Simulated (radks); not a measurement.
Q: All-electron atom: Kr XIV in [Ne] 3s2 3p(1/2: 1, 3/2: 4) 3d(3/2: 4, 5/2: 2) (not the ground configuration). All-electron calculation, Dirac Kohn-Sham, BLYP, spin-unpolarised, spherical densities, finite nucleus; Fermi nuclear charge, rms radius 4.1884 fm. Program: a radial shooting solver on a logarithmic mesh with Libxc functionals.

Spin-orbit splittings of the eigenvalues, e(l+1/2) - e(l-1/2), with zeta = 2 splitting/(2l+1) and mean radii in bohr:

| shell | occ. | splitting (eV) | zeta (eV) | <r> j=l-1/2 | <r> j=l+1/2 |
|---|---|---|---|---|---|
| 2p | 6 | ? | ? | 0.1569 | 0.1608 |
| 3p | 5 | 9.375 | 6.250 | 0.4944 | 0.5024 |
| 3d | 6 | 1.751 | 0.7005 | 0.4726 | 0.4750 |

Estimate the 2p splitting.

A: 54.12 eV (zeta = 36.08 eV).
